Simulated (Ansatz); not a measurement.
## Cost against result

Saddle point of AlAsH6O2, closed shell (AlH₃O₂ ([OH][AlH][OH]) + AsH₃ → AlAsH₄O₂ ([OH][Al]([OH])[AsH2]) + H₂; bonds formed: H2–H5; dative contacts that become bonds: Al1–As6; bonds broken: Al1–H2, H5–As6), PBE0-D4/def2-TZVP structure:

```json
{"atom": "Al1", "x (Å)": "-0.6965", "y (Å)": "0.1198", "z (Å)": "-0.2923"}
{"atom": "H2", "x (Å)": "0.0675", "y (Å)": "-0.8481", "z (Å)": "-1.4990"}
{"atom": "O3", "x (Å)": "-0.7047", "y (Å)": "1.7631", "z (Å)": "-0.7179"}
{"atom": "O4", "x (Å)": "-1.9534", "y (Å)": "-0.8299", "z (Å)": "0.3342"}
{"atom": "H5", "x (Å)": "0.9759", "y (Å)": "-0.8504", "z (Å)": "-0.8460"}
{"atom": "As6", "x (Å)": "1.5335", "y (Å)": "-0.2826", "z (Å)": "0.7492"}
{"atom": "H7", "x (Å)": "-1.2192", "y (Å)": "2.1349", "z (Å)": "-1.4318"}
{"atom": "H8", "x (Å)": "-2.5310", "y (Å)": "-0.5555", "z (Å)": "1.0438"}
{"atom": "H9", "x (Å)": "2.6717", "y (Å)": "0.6826", "z (Å)": "0.8917"}
{"atom": "H10", "x (Å)": "1.8563", "y (Å)": "-1.3337", "z (Å)": "1.7678"}
```

Barriers are electronic and count from the start structure reached by relaxing down the imaginary mode.

Computed with Ansatz 0.2.0 (basis: as named in each row); correlated methods freeze the cores. Filled d shells of the heavier atoms are correlated. The def2 sets are not built for correlating such inner shells, so the correlated values are less sure here. B3LYP uses VWN-RPA correlation. Extrapolation: Hartree–Fock as exp(−7.88 √X), correlation as X^−2.97.

Times are rough, for one single point on 8 threads of a shared host (Arm Neoverse V1).

The estimate by CCSD(T) at an estimated basis limit (MP2 extrapolated from triple and quadruple zeta, plus CCSD(T) − MP2 in triple zeta) is 159.0 kJ/mol.

```tsv
method	basis	time (s)	barrier (kJ/mol)	method less estimate
HF	STO-3G	under 1	317.6	158.6
PBE-D4	STO-3G	under 1	197.1	38.2
SPW92	def2-SVP	under 1	104.0	-55.0
PBE-D4	def2-SVP	under 1	124.5	-34.4
B3LYP-D4	6-31G	under 1	163.7	4.8
PBE0-D4	def2-SVP	under 1	140.6	-18.4
SPW92	def2-TZVPP	under 1	107.6	-51.4
PBE-D4	def2-TZVPP	1	127.5	-31.5
BLYP-D4	def2-TZVPP	1	142.9	-16.1
B3LYP-D4	def2-TZVPP	2	153.1	-5.8
BHLYP-D4	def2-TZVPP	2	171.7	12.8
PBE0-D4	def2-TZVPP	2	142.0	-16.9
CAM-B3LYP-D4	def2-TZVPP	2	162.2	3.2
r2SCAN-D4	def2-TZVPP	3	135.1	-23.9
B2PLYP	def2-TZVPP	3	158.5	-0.4
r2SCAN0-D4	def2-TZVPP	3	146.5	-12.5
RPA on PBE	def2-TZVPP	3	166.4	7.4
wB97M-V	def2-SVP	3	157.1	-1.8
PBE-QIDH	def2-TZVPP	3	155.4	-3.5
CCSD(T)	def2-SVP	3	171.4	12.4
wB97X-V	def2-TZVPP	4	166.0	7.1
B97M-V	def2-TZVPP	5	150.4	-8.6
wB97M-V	def2-TZVPP	5	163.0	4.0
MP2	def2-QZVPP	11	156.8	-2.2
CCSD(T)	def2-TZVPP	87	163.8	4.8
```

All methods are single points on the PBE0-D4 structures.

The T1 diagnostic stays at or below 0.013.

Labels in which every atom is bracketed show which atoms are joined, not bond orders.
